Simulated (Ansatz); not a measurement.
Ansatz (a program for electronic structure) input (CCSD(T)/aug-cc-pV(T+d)Z):
A basis named .json is the Basis Set Exchange file of that set.

Ansatz 0.2 input:
```yaml
crystal:
  periodic: [false, false, false]
  atoms:
    - {symbol: Si, position_ang: [2.74890156, -0.10146453, -0.23406996]}
    - {symbol: O, position_ang: [1.10421761, 0.44419429, 0.33144002]}
    - {symbol: Si, position_ang: [-0.28488096, 0.09154546, -0.32734546]}
    - {symbol: Cl, position_ang: [-1.10718111, -1.69464435, 0.38603283]}
    - {symbol: Cl, position_ang: [-1.71352322, 1.55072177, 0.16767191]}
    - {symbol: H, position_ang: [2.29183803, -1.48070766, -0.76761375]}
    - {symbol: H, position_ang: [2.65422645, 0.52817258, -1.64453674]}
    - {symbol: H, position_ang: [-0.32412011, -0.01546835, -1.79253401]}
basis:
  gaussian:
    orbitals: aug-cc-pV_T+d_Z.json
total_charge: -1
magnetization: {spin_polarized: false}
correlation: {method: ccsd_t, electrons: outside_noble_gas}
```

Output:

```
Functional definition: HF
integrals: 3.81 GiB planned
1945 factors; integrals over basis functions are off by at most 1.5e-3 eV
2.26 GiB of device memory are held for the factors and their scratch space
mean field: 2.46 GiB planned
mean field evaluation 1: about -42821.6721 eV, gradient 3.1e1 eV
mean field evaluation 2: about -42821.9122 eV, gradient 3.2e1 eV
mean field evaluation 4: about -42824.5759 eV, gradient 3.9e0 eV
mean field evaluation 8: about -42824.6504 eV, gradient 3.8e-1 eV
mean field evaluation 16: about -42824.6517 eV, gradient 2.6e-6 eV
mean field -42824.65165059 eV, -1573.7769205677 hartree, gradient 2.6e-6 eV, S^2 0.000000; 0 other end points of the search recorded, 0 dependent functions left out
21 core orbitals not correlated
reference -42824.65165059 eV, -1573.7769205677 hartree; 16, 16 occupied and 298, 298 virtual orbitals, 1945 factors
second order -24.08014682 eV of doubles, -0.00000000 eV of singles
coupled cluster: 19.20 GiB planned
cycle   1  -24.83269849 eV  change   -7.5e-1 eV  update   1.2e-1
cycle   2  -25.43558629 eV  change   -6.0e-1 eV  update   3.6e-2
cycle   3  -25.58554939 eV  change   -1.5e-1 eV  update   2.0e-2
cycle   4  -25.56960130 eV  change    1.6e-2 eV  update   5.1e-3
cycle   5  -25.56497314 eV  change    4.6e-3 eV  update   2.5e-3
cycle   6  -25.56606676 eV  change   -1.1e-3 eV  update   8.4e-4
cycle   7  -25.56588068 eV  change    1.9e-4 eV  update   3.9e-4
cycle   8  -25.56576028 eV  change    1.2e-4 eV  update   1.4e-4
cycle   9  -25.56583957 eV  change   -7.9e-5 eV  update   6.6e-5
cycle  10  -25.56586158 eV  change   -2.2e-5 eV  update   2.9e-5
perturbative correction -1.13741701 eV, -0.0417993043 hartree
Total energy: -42851.35492918 eV, -1574.7582479559 hartree
```

It need not be the lowest isomer of its formula. Whether it binds its extra electron was not tested at this geometry.
